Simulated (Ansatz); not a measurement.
Program: Ansatz. Geometries: PBE0-D4/def2-TZVP. ΔE: electronic, gas phase. CCSD(T)/CBS is the MP2 limit (def2-TZVPP, def2-QZVPP) plus CCSD(T) − MP2 in def2-TZVPP, frozen cores. This one scheme is used for every species. DFT in def2-TZVPP. For Mg outer-core shells are correlated without core-valence functions, which leaves a few kJ/mol of doubt a bond. One conformer a species, not always the lowest.

Reaction (formal exchange of groups at a Mg–S bond): `C[N](C)[Mg][SH]` + CH₄ → `[CH3][Mg][N](C)C` + H₂S

CCSD(T)/CBS gives +1.57 eV.

(1) Another level gave +1.54 eV. Which?
A. revPBE-D4/def2-TZVPP
B. r2SCAN0/def2-TZVPP
C. RPA@PBE/def2-TZVPP
D. PBE0/def2-TZVPP

Largest T1 diagnostic among the species: 0.010.

## Answers

(1) A. revPBE-D4 1.54, r2SCAN0 1.66, PBE0 1.60, RPA@PBE/def2-TZVPP 1.48 eV.

In def2-TZVPP, CCSD(T) changes the Hartree–Fock value by −0.19 eV (the triples alone add −0.01 eV) and MP2 by −0.14 eV. From PBE to PBE0 (25 % exact exchange), in def2-TZVPP and without D4, ΔE moves by +0.06 eV.
